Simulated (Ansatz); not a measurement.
Isolated molecules relaxed with PBE0-D4/def2-TZVP in Ansatz; ΔE leaves out vibrations. CCSD(T)/CBS adds triple-zeta CCSD(T) − MP2 to the extrapolated MP2 energy (def2 sets, frozen cores). DFT in def2-TZVPP. B3LYP here is the variant with VWN-RPA as its local correlation; programs differ in this. HSE06 is defined as in plane-wave codes. For Mg, V outer-core shells are correlated without core-valence functions, which leaves a few kJ/mol of doubt a bond. Scalar relativity is left out up to krypton. Each species was taken in one conformer, which may not be the lowest.

Consider the substitution at a C–N bond: `C[N]=[V]([NH2])([NH2])[NH2]` + `[SH][Mg][Cl]` → `C[S][Mg][Cl]` + `[NH]=[V]([NH2])([NH2])[NH2]`.

`C[N]=[V]([NH2])([NH2])[NH2]`:

Cartesian coordinates in Å:
```
C -1.111 -1.224 -1.778
N -0.465 -0.512 -0.744
V 0.274 0.301 0.438
N -0.640 1.889 0.704
N 2.018 0.628 -0.089
N 0.235 -0.741 1.967
H -0.385 -1.593 -2.513
H -1.657 -2.086 -1.379
H -1.829 -0.583 -2.305
H -1.563 2.102 0.359
H -0.136 2.741 0.911
H 2.773 0.578 0.581
H 2.375 0.541 -1.027
H 0.090 -0.316 2.873
H 0.021 -1.726 2.003
```

`[SH][Mg][Cl]`:

```xyz
4

S     0.920    1.236   -0.719
Mg   -0.285   -0.611   -0.154
Cl   -1.434   -2.388    0.360
H     0.799    1.764    0.513
```

`C[S][Mg][Cl]`:

Cartesian coordinates in Å:
```
C 0.504 1.012 0.533
S -0.010 0.650 -1.183
Mg -0.799 -1.480 -1.059
Cl -1.552 -3.522 -0.924
H 1.296 0.343 0.871
H 0.895 2.029 0.534
H -0.334 0.969 1.228
```

`[NH]=[V]([NH2])([NH2])[NH2]`:

```xyz
12

N     0.623   -1.577    0.614
V     0.040   -0.172    0.045
N     0.269   -0.220   -1.775
N     0.900    1.377    0.614
N    -1.680   -0.036    0.670
H     1.245   -2.167    1.153
H     0.583   -1.014   -2.310
H    -0.097    0.507   -2.376
H     0.779    1.724    1.555
H     1.819    1.620    0.270
H    -2.185   -0.751    1.168
H    -2.296    0.709    0.371
```

```csv
level,ΔE (kJ/mol),difference from CCSD(T)/CBS
B3LYP-D4,29.6,0.3
HSE06-D4,30.1,0.8
BHLYP-D4,29.0,-0.3
CAM-B3LYP-D4,31.0,1.7
ωB97X-V,27.3,-2.0
BLYP,29.1,-0.2
B3LYP,29.6,0.3
HSE06,29.6,0.3
CAM-B3LYP,30.5,1.2
HF/CBS(def2),25.2,-4.1
CCSD(T)/CBS,29.3,0
```

Largest T1 diagnostic among the species: 0.032, so the coupled-cluster value is less sure than usual.

Leaving LDA and LC-ωPBE aside and taking each functional with its dispersion term where it has one, the values, not all of them listed here, spread over 13.3 kJ/mol, from ωB97M-V to PBE-QIDH. LDA lies +7.7 kJ/mol from PBE without D4. At CCSD(T), def2-SVP lies +18.2 kJ/mol from the extrapolated value and def2-TZVPP +2.2 kJ/mol.
